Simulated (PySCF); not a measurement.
Compound: C7H11S (doublet state).
Cartesian coordinates in Å at the GFN2-xTB level; atoms count from 1:
```
atom  x, y, z in Å
C1     3.7878    0.4597   -0.1656
C2     2.4881    0.2821    0.0304
C3     1.9048   -1.0141    0.3823
C4     0.6497   -1.2982    0.5831
C5    -0.7321   -0.8734    0.6379
C6    -0.9328    0.6181    0.3014
S7    -2.6612    1.1545    0.4935
C8    -3.4305    0.3057   -0.9158
H9     4.1954    1.4222   -0.4245
H10    4.4928   -0.3504   -0.0753
H11    1.7994    1.1087   -0.0657
H12    2.6438   -1.8066    0.4780
H13   -1.3167   -1.4781   -0.0639
H14   -1.1276   -1.0542    1.6431
H15   -0.6210    0.8349   -0.7202
H16   -0.3714    1.2396    0.9972
H17   -2.8491    0.4925   -1.8142
H18   -4.4248    0.7264   -1.0224
H19   -3.5044   -0.7600   -0.7180
```

The hyperfine couplings belong to this conformer and change with its torsions.

The species is `C=C/C=[C]\CCSC` [radical].

Computed with PySCF, UKS B3LYP, pcH-1 on C H S, non-relativistic, mean-field spin-orbit, GIAO. The structure is a single GFN2-xTB conformer in the gas phase; no vibrational or solvent corrections. A GFN2-xTB geometry isn't a minimum of the functional, and hyperfine couplings can be far from their values at a DFT geometry. The SCF solution wasn't tested for stability.

(1) Where do the isotropic ENDOR lines of H12, H13/H14, H9, H11, H15/H16, H10 and H17/H18/H19 fall at 339.3 mT, to first order?

(2) Which pairs are centred on the nuclear Larmor frequency, and which on half the coupling?

## Answers

(1) ν± = |νn ± a/2|, one line for each electron-spin manifold; νn = |g_N| × 7.62259 MHz/T × B.

```
     nuclei  isotope     g_N  νn (MHz)  a_iso (MHz)  lower line (MHz)  upper line (MHz)
        H12       1H  5.5857     14.45       128.76             49.94             78.83
    H13/H14       1H  5.5857     14.45        31.20              1.15             30.05
         H9       1H  5.5857     14.45         8.04             10.43             18.46
        H11       1H  5.5857     14.45        -6.33             11.28             17.61
    H15/H16       1H  5.5857     14.45        -4.46             12.22             16.67
        H10       1H  5.5857     14.45         3.17             12.86             16.03
H17/H18/H19       1H  5.5857     14.45         1.23             13.83             15.06
```

(2) Centred on νn, since |a| < 2νn: H9, H11, H15/H16, H10 and H17/H18/H19. Centred on |a|/2 and split by 2νn: H12 and H13/H14.

Class means assume fast exchange of nuclei equivalent by connectivity; if that motion is slow, each nucleus keeps its own coupling.
